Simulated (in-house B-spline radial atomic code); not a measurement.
Values are calculated unless marked as measured or tabulated.
# Br in an electron gas of r_s = 2.67: phase shifts, screening, friction and resistivity

A nucleus sits in a uniform electron gas with a rigid positive background. The Kohn-Sham equations are solved self-consistently in the spin-unpolarised LDA (PW92), non-relativistic, on B-splines with outgoing waves at the boundary and partial waves to l = 8. The model has no lattice, no bands and no magnetic solution. Atomic units; δ_l are the phase shifts at the Fermi level, counted so that each bound state adds π, and good to about 0.0005.

The density parameter is r_s = 2.67 bohr, near that of the valence electrons of Cu (1 per atom, density 8.96 g/cm³, mass 63.55 u, which gives r_s = 2.67).

```json
{"l": "0", "δ_l (rad)": "11.2521"}
{"l": "1", "δ_l (rad)": "8.6027"}
{"l": "2", "δ_l (rad)": "3.5328"}
{"l": "3", "δ_l (rad)": "0.0336"}
{"l": "4", "δ_l (rad)": "0.0023"}
{"l": "5", "δ_l (rad)": "0.0004"}
{"l": "6", "δ_l (rad)": "0.0000"}
{"l": "7", "δ_l (rad)": "0.0002"}
{"l": "8", "δ_l (rad)": "0.0001"}
```

Bound levels below the band bottom (hartree): s -8.111, p -6, d -2.224, s -0.4677, p -0.06956 and deeper ones.

Problem. Check the Friedel sum rule, and say where the screening charge sits.

Solution. k_F = (9π/4)^(1/3)/r_s = 0.71879. The rule is Z = (2/π) Σ (2l + 1) δ_l. The terms are s 7.163, p 16.430, d 11.245, f 0.150 and 0.019 beyond, in all 35.007 against Z = 35. Bound states hold 8 s, 18 p, 10 d electrons, so the scattering states carry -0.99 in all; where a term is smaller than its bound count, the bound level has drawn weight out of the band.

Problem. Find the transport cross section and the electronic stopping of a 10 keV Br ion (mass 79.9 u).

Solution. σ_tr = (4π/k_F²) Σ (l + 1) sin²(δ_l − δ_(l+1)). The terms for l = 0 to 3 are 0.2233, 1.7551, 0.3676, 0.0039, all together 2.3499, so σ_tr = 24.323 × 2.3499 = 57.156 bohr². With n = 3/(4π r_s³) = 0.01254, the friction coefficient is Q = n k_F σ_tr = 0.5153. For v well below v_F = 0.719, dE/dx = Q v; with 24801 eV per u at v = 1, v = √(10000/(24801 × 79.9)) = 0.0710, so dE/dx = 0.03660 hartree/bohr = 18.8 eV/nm. The largest term couples the p and d waves.

Problem. What residual resistivity would 1 atomic per cent of such centres give in Cu?

Solution. Δρ = k_F n_i σ_tr/n in atomic units of 21.74 μΩ·cm. With one host atom per 1 electron, n_i/n = 0.01/1, so Δρ = 0.7188 × 0.01000 × 57.156 × 21.74 = 8.93 μΩ·cm. This is an atom added to the gas, as on an interstitial site.

Problem. On a substitutional site the background of one host ion, a sphere holding 1 charge, is taken out. The phase shifts for l = 0 to 4 become 11.1074, 8.4346, 3.3602, 0.0253, 0.0022. What follows?

Solution. The Friedel sum is now 34.01, for Z − 1 = 34. The sum in σ_tr is 2.0661, so σ_tr = 50.25 bohr² and Δρ = 7.85 μΩ·cm per atomic per cent, 0.88 times the value above. A real host ion scatters too, so this model doesn't give zero even for the host's own atom.
